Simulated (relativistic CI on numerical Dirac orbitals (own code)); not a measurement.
**Sensitivity of the levels of As V to α and to the nuclear radius**

These numbers are calculated, not measured: Dirac-Coulomb-Breit CI, separate exchange-only KLI orbitals for each configuration, valence Slater integrals scaled by 0.85, P86 correlation energy added to each configuration, derivatives by finite differences, QED left out (own radial code, finite nucleus).

CI space (outside the closed core [Ar]): 3d10 4s, 3d10 4p, 3d10 4d, 3d10 4f, 3d10 5s, 3d10 5p, 3d9 4s2, 3d10 5d. Levels of other configurations are missing.

With x = (α/α₀)² − 1 an excitation energy changes as ω = ω₀ + qx; K = 2q/ω₀ is the relative enhancement. Terms are leading LS components, so labels can repeat. The field-shift factor is F = δν/δ⟨r²⟩ for the transition from the lowest level.

Lowest level 3d10 4s 2S_1/2.

```tsv
Level	ω₀ (cm⁻¹)	q (cm⁻¹)	K	F (GHz/fm²)
3d10 4p 2P°_1/2	96170	2822	0.0587	-4.76
3d10 4p 2P°_3/2	100051	6843	0.137	-4.78
3d10 4d 2D_3/2	232353	7306	0.0629	-4.62
3d10 4d 2D_5/2	232770	7723	0.0664	-4.62
3d10 5s 2S_1/2	258201	4984	0.0386	-3
3d10 5p 2P°_1/2	292644	5752	0.0393	-4.53
3d10 5p 2P°_3/2	294011	7165	0.0487	-4.54
3d9 4s2 2D_5/2	309117	-16890	-0.109	7.25
3d9 4s2 2D_3/2	314625	-11450	-0.0728	7.27
3d10 4f 2F°_7/2	328644	7318	0.0445	-4.46
3d10 4f 2F°_5/2	328658	7332	0.0446	-4.46
3d10 5d 2D_3/2	346482	7308	0.0422	-4.46
3d10 5d 2D_5/2	346656	7491	0.0432	-4.46
```

At this charge configurations can still be misplaced by up to about 7 % of their energy.
